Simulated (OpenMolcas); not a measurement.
**Sm4+: effect of the active space**

```
Program             : OpenMolcas
Method              : SS-CASPT2 or its RAS form, IPEA 0.25 Eh, imaginary shift 0.1 Eh
Basis               : ANO-RCC-VDZP
Scalar Hamiltonian  : DKH2, point nucleus
Spin-orbit coupling : state interaction with AMFI integrals over the reference wave functions, term energies averaged over their components
```

A. 4 electrons in 7 orbitals (4f); 2S+1 = 5 even, 35 roots; 2S+1 = 3 even, 210 roots; 2S+1 = 1 even, 196 roots (181 in the spin-orbit step); closed shells correlated: 5s 5p; CASPT2 step about 2.9 core-minutes
B. 4 electrons in 12 orbitals (RAS2 4f; RAS3 5d, at most 1 electron); 2S+1 = 5 even, 35 roots; 2S+1 = 3 even, 126 roots kept (CI in the orbitals of an earlier block); 2S+1 = 1 even, 122 roots kept (CI in the orbitals of an earlier block); 2S+1 = 5 odd, 175 roots (15 in the spin-orbit step); 2S+1 = 3 odd, 65 roots kept (CI in the orbitals of an earlier block, 0 in the spin-orbit step); 2S+1 = 1 odd, 13 roots kept (CI in the orbitals of an earlier block, 0 in the spin-orbit step); closed shells correlated: 5s 5p; CASPT2 step about 3 core-minutes

Energies in eV above 4f4 5I4.

```csv
Level,A,B
4f4 5I4,0.0000,0.0000
4f4 5I5,0.251,0.250
4f4 5I6,0.524,0.523
4f4 5I7,0.812,0.811
4f4 5I8,1.108,1.108
4f4 5F1,2.105,2.090
4f4 5F2,2.178,2.165
4f4 5F3,2.323,2.309
4f4 5S2,2.429,2.430
4f4 5F4,2.478,2.468
4f4 5F5,2.700,2.689
4f4 3H4(1) [53 %],2.950,3.005
4f4 5G2,3.086,3.086
4f4 5G3 [64 %],3.123,3.140
4f4 3H5(1) [52 %],3.340,3.387
4f4 5G4 [73 %],3.459,3.474
4f4 3G3(1) [65 %],3.577,3.618
4f4 5G5 [67 %],3.758,3.787
4f4 3L7,3.829,3.887
4f4 3L8 [67 %],4.027,4.088
4f4 3G4(1) [62 %],4.045,4.103
4f4 3L9,4.204,4.259
4f4 3G5(1) [73 %],4.444,4.509
4f4 3F4(1) [72 %],4.501,4.566
```

The spin-orbit steps hold different terms of 4f4 (B lacks among others a 1D, 1F, a 1G, a 1H, a 1I), which shifts levels as well.

Between A and B the level of the table that moves most is 4f4 3F4(1) [72 %], by 520 cm-1 (lowest in A, highest in B). Moves below CASPT2's spread within the term are not significant.

Term energies are means over components that CASPT2 splits; among the terms shown or strongly mixed into the levels shown the widest spread is 370 cm-1 (4f4 5I, A). High states are left out of the spin-orbit mixing, which shifts the levels that they would mix with. The basis is small and was not contracted for so high a charge. The CASPT2 spread within a term exceeds the gap to the next term for 4f4 3H(1) and 4f4 5G, 4f4 3M and 4f4 3F(1), so the order of their levels is uncertain, and so are names and mixing where such terms share a J (holds for A). Each CASPT2 term energy is a mean over a sample of three components (holds for B). Terms from blocks run as CI alone lack orbitals of their own (holds for B). Only configurations of the active space appear. The table leaves out levels that lie high or whose names do not pair safely across all columns.

A share in square brackets marks a mixed level and gives the weight of the term that names it, the lowest over the columns. A number in round brackets counts repeated terms of one configuration in the order of the reference energies.
